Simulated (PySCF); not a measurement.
Correlation energy of B (boron, neutral)

[He] 2s1 2p1 3s1, high-spin 4P determinant (an excited configuration). Computed with PySCF 2.14 in x2c-TZVPPall with one added diffuse shell each of s, p, d type (6s4p3d1f, 40 functions), with scalar relativity by spin-free X2C-1e. Frozen: nothing; 5 electrons correlated.

```
  level  correlation energy (mhartree)
   CCSD                         -25.75
    (T)                          -0.13
CCSD(T)                         -25.88
```

Diagnostics: T1 = 0.0084, D1 = 0.0253, largest double amplitude 0.043.

**Question.** Is a single reference adequate?

**Answer.** Yes: T1 lies below 0.03 and no double amplitude reaches 0.07.

This basis was not built for core-valence correlation, so the inner-shell part is incomplete.
